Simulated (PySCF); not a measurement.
Isomers of C5H10Se side by side.

PySCF, CAM-B3LYP/def2-SVPD, density fitting, gas phase; each molecule at its own PBE0-D3(BJ)/def2-SVP geometry, one conformer. Singlet excitations by full TDDFT with frozen cores, triplets by Tamm–Dancoff TDDFT and ionisation energies by ΔSCF, from the lowest of the holes tried. 

Torsions of the conformers computed, which needn't be the lowest (atom-mapped SMILES):
- `[CH3:1][CH2:2][C:3](=[Se:4])[CH2:5][CH3:6]`: C1–C2–C3–Se4 6°, C2–C3–C5–C6 91°
- `[CH3:1][CH2:2]/[CH:3]=[CH:4]\[Se:5][CH3:6]`: C1–C2–C3–C4 -119°, C3–C4–Se5–C6 178°
- `[CH2:1]=[C:2]([CH3:3])[CH2:4][Se:5][CH3:6]`: C1–C2–C4–Se5 104°, C2–C4–Se5–C6 160°
- `[CH2:1]=[C:2]([CH3:3])[C@H:4]([CH3:5])[SeH:6]`: C1–C2–C4–C5 22°, H–Se6–C4–C2 -157°
- `[CH3:1][CH2:2][Se:3][CH:4]1[CH2:5][CH2:6]1`: C1–C2–Se3–C4 67°, C2–Se3–C4–C5 67°
- `[CH3:1][C:2]([CH3:3])([CH3:4])[CH:5]=[Se:6]`: C1–C2–C5–Se6 -1°
- `[CH2:1]=[C:2]([CH3:3])[CH2:4][CH2:5][SeH:6]`: C1–C2–C4–C5 107°, C2–C4–C5–Se6 176°, H–Se6–C5–C4 65°
- `[CH3:1][CH2:2]/[CH:3]=[CH:4]/[Se:5][CH3:6]`: C1–C2–C3–C4 116°, C3–C4–Se5–C6 1°
- `[CH2:1]=[CH:2][Se:3][CH2:4][CH2:5][CH3:6]`: C1–C2–Se3–C4 -154°, C2–Se3–C4–C5 72°, Se3–C4–C5–C6 179°
- `[SeH:1][CH2:2][CH:3]1[CH2:4][CH2:5][CH2:6]1`: Se1–C2–C3–C4 67°, H–Se1–C2–C3 63°

The conformers of `C[C@@H]1CCC[Se]1` aren't listed.

Reference: `CCC(=[Se])CC`, with HOMO energy -7.26 eV, LUMO energy -1.04 eV, lowest singlet excitation 2.23 eV, lowest triplet excitation 1.83 eV, mean polarisability 91.3 au and vertical ionisation energy 8.06 eV.

Changes against it:

```csv
molecule,Δ electronic energy (kcal/mol),Δ HOMO energy (eV),Δ LUMO energy (eV),Δ lowest singlet excitation (eV),Δ lowest triplet excitation (eV),Δ mean polarisability (au),Δ vertical ionisation energy (eV)
CC[Se]C1CC1,+10.7,-0.10,+2.03,+2.62,+2.59,-3.9,+0.14
CC(C)(C)C=[Se],+3.0,-0.15,-0.18,-0.12,-0.17,-0.2,+0.21
C=C(C)CC[SeH],+2.0,-0.58,+1.67,+2.59,+2.43,+0.9,+0.75
C[C@@H]1CCC[Se]1,-16.0,+0.06,+1.92,+2.18,+2.14,-5.2,-0.01
CC/C=C/[Se]C,+5.4,+0.21,+1.90,+2.46,+2.01,+2.5,-0.23
C=C[Se]CCC,+7.8,+0.02,+1.84,+2.45,+1.90,+1.9,-0.02
[SeH]CC1CCC1,+6.6,-0.50,+1.84,+2.63,+2.60,-4.7,+0.69
```

Rows whose labels were lost:

```csv
row,Δ electronic energy (kcal/mol),Δ HOMO energy (eV),Δ LUMO energy (eV),Δ lowest singlet excitation (eV),Δ lowest triplet excitation (eV),Δ mean polarisability (au),Δ vertical ionisation energy (eV)
P,+1.8,-0.56,+1.58,+2.49,+2.31,0.0,+0.65
Q,+4.8,-0.10,+1.80,+2.37,+2.30,+1.4,+0.15
R,+6.1,+0.25,+1.98,+2.44,+1.96,+2.7,-0.28
```

**Question.** Which row belongs to which of `CC/C=C\[Se]C`, `C=C(C)C[Se]C` and `C=C(C)[C@H](C)[SeH]`?

**Answer.** P = `C=C(C)[C@H](C)[SeH]`, Q = `C=C(C)C[Se]C` and R = `CC/C=C\[Se]C`. P and Q are told apart most clearly by the vertical ionisation energy (+0.65 against +0.15 eV); P and R are told apart most clearly by the vertical ionisation energy (+0.65 against -0.28 eV); Q and R are told apart most clearly by the vertical ionisation energy (+0.15 against -0.28 eV); P comes close to the labelled row of `C=C(C)CC[SeH]` in every column; Q comes close to the labelled row of `C=C[Se]CCC` in every column; R comes close to the labelled row of `CC/C=C/[Se]C` in every column.

**Question.** Fit a straight line for the change of the lowest singlet excitation against that of the lowest triplet excitation over the labelled rows, and test it on P, Q and R.

**Answer.** Over the 7 labelled rows the slope is 1.01 eV/eV, the intercept +0.17 eV, r = 0.98 and the standard error 0.24 eV. P: predicted +2.50, computed +2.49 eV; Q: predicted +2.49, computed +2.37 eV; R: predicted +2.15, computed +2.44 eV. The mean miss is 0.14 eV, against 0.32 eV for guessing the labelled rows' mean: the line carries over to these rows.
